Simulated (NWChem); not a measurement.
# SiSH cation, singlet; SMILES [Si]=[SH+]

```xyz
3

Si     0.0209    -1.1328     0.0000
S      0.0633     0.9322     0.0000
H     -1.3051     0.9441     0.0000
```
Atoms are numbered in this order, from 1.

Low-valent species are run as closed-shell singlets; no triplet was tried in these runs. Geometry: optimised at PBE0/def2-SVP.

Symmetry labels are those of Cs in the frame above (b1 and b2, or b-type labels, depend on it).

Q: List the 4 lowest vertical singlet excitations from CAM-B3LYP/aug-cc-pVDZ, full TDDFT (NWChem).

A: 
| state | energy (eV) | oscillator strength | symmetry | leading excitation (squared amplitude) |
|---|---|---|---|---|
| S1 | 3.71 | 0.000 | a" | HOMO−1 → LUMO (0.99) |
| S2 | 3.86 | 0.021 | a' | HOMO → LUMO (0.99) |
| S3 | 4.52 | 0.021 | a" | HOMO → LUMO+1 (0.99) |
| S4 | 5.23 | 0.062 | a' | HOMO−1 → LUMO+1 (0.90) |
